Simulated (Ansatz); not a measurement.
## Changing the shape of CuBr, singlet

Computed with Ansatz's Gaussian-basis code (development build). Basis cc-pwCVTZ-DK on Cu, cc-pwCVTZ-PP on Br, scalar-relativistic core potentials (10 electrons on Br) and scalar X2C, no spin–orbit coupling, 9 orbitals frozen in the corrections; active space CAS(18,10). Restricted Hartree–Fock, then the lowest state-specific CASSCF solution met for each case. Coupled cluster stands on the determinant that it favours, not always the lowest RHF. On stretched bonds single-reference methods can fail or change state. Solutions in different active orbitals can move differences by tenths of an eV and at times more than 1 eV.

Case A: bond length 2.4989 Å.

Case B: bond length 2.1730 Å.

Energy less that of case A, in eV:

```json
{"case": "B", "RHF/ROHF": "-0.115", "CASSCF": "-0.119", "CCSD(T)": "-0.410"}
```

(1) Give the SC-NEVPT2 energies against case A.

Results:

(1) B: -0.368 eV (-8.5 kcal/mol).
